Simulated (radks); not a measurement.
Spherical quantum dot in the effective-mass picture: electrons in a well V = -V0 / (1 + exp((r - R)/a)) with V0 = 30.7, R = 1.38, a = 0.1, with a point charge +2 (a donor) at the centre, all in effective atomic units (hartree* = m*/eps^2 hartree, bohr* = eps/m* bohr), one dielectric constant everywhere. Method: non-relativistic Kohn-Sham, LDA (Slater exchange, Perdew-Wang correlation), spin-polarised, spherical densities; computed with a radial shooting solver with Libxc functionals. Levels are named by radial order and angular momentum (1s, 1p, 1d, 2s, ...), and open shells are averaged over m.

N = 8, configuration 1s2 1p6. This is the lowest configuration that the search found. Occupied and some empty levels:

| level | occupation | eigenvalue (hartree*) | <r> (bohr*) |
|---|---|---|---|
| 1s | 2 | -23.399 | 0.6383 |
| 1p | 6 | -20.331 | 0.8493 |
| 2s | 0 | -17.197 | 0.7416 |
| 1d | 0 | -17.163 | 0.9465 |
| 1f | 0 | -13.497 | 1.016 |

Energy (hartree*): total -202.526, kinetic 30.338, external -261.95, Hartree 35.886, exchange-correlation -6.8045. Static polarisability (adiabatic kernel): 0.5093 bohr*^3.

Electron density:

| r (bohr*) | n(r) (e/bohr*^3) |
|---|---|
| 0.0336 | 4.229 |
| 0.160 | 2.850 |
| 0.287 | 2.277 |
| 0.413 | 2.061 |
| 0.540 | 1.938 |
| 0.666 | 1.758 |
| 0.793 | 1.457 |
| 0.920 | 1.050 |
| 1.05 | 0.6212 |
| 1.17 | 0.2788 |
| 1.30 | 0.08885 |
| 1.43 | 0.01950 |
| 1.55 | 0.003386 |
| 1.68 | 0.0005233 |
